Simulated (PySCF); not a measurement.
These 3 structures share the formula C7H6ClOP. Computed with PBE0-D3(BJ)/def2-SVP geometry optimisation, gas phase in PySCF. Energies are electronic, without zero-point or thermal terms, for one conformer each. No frequencies were run at this level. Point groups hold within 0.08 Å.

Problem. Rank from lowest to highest electronic energy at this level (kcal/mol).
A. `[CH3:1][c:2]1[cH:3][p:4][c:5]([Cl:6])[cH:7][c:8]1[CH:9]=[O:10]` with C7–C8–C9–O10 0°
B. `[CH3:1][C:2](=[O:3])[c:4]1[p:5][cH:6][cH:7][cH:8][c:9]1[Cl:10]` with C1–C2–C4–P5 -134°
C. `[CH3:1][c:2]1[cH:3][c:4]([Cl:5])[p:6][c:7]([CH:8]=[O:9])[cH:10]1` with P6–C7–C8–O9 180°

Solution. C (0.0), B (0.6), A (2.1).

Neighbours under 2.5 kcal/mol apart (Cc1cc(Cl)pc(C=O)c1 and CC(=O)c1pcccc1Cl; CC(=O)c1pcccc1Cl and Cc1cpc(Cl)cc1C=O) can change places with a better method, another conformer or zero-point energy.

```csv
SMILES,E (Eh),E rel (kcal/mol),dipole (D),point group,"A, B, C (MHz)"
Cc1cc(Cl)pc(C=O)c1,-1145.95537,0.0,2.74,–,"1443, 711.1, 477.8"
CC(=O)c1pcccc1Cl,-1145.95442,0.6,3.46,C1,"1265, 1003, 590.6"
Cc1cpc(Cl)cc1C=O,-1145.95201,2.1,3.64,Cs,"1394, 757.8, 492.4"
```

Problem. How do the relative energies change in single points at PBE0/pcSseg-1 (no added dispersion term) on the same geometries?

Solution. 
```
            SMILES  PBE0-D3(BJ)/def2-SVP (kcal/mol)  PBE0/pcSseg-1 (kcal/mol)  shift
Cc1cc(Cl)pc(C=O)c1                              0.0                       0.0    0.0
  CC(=O)c1pcccc1Cl                              0.6                       1.3   +0.7
  Cc1cpc(Cl)cc1C=O                              2.1                       2.4   +0.3
```

Each column counts from its own lowest isomer. The order is unchanged; the largest shift is 0.7 kcal/mol.
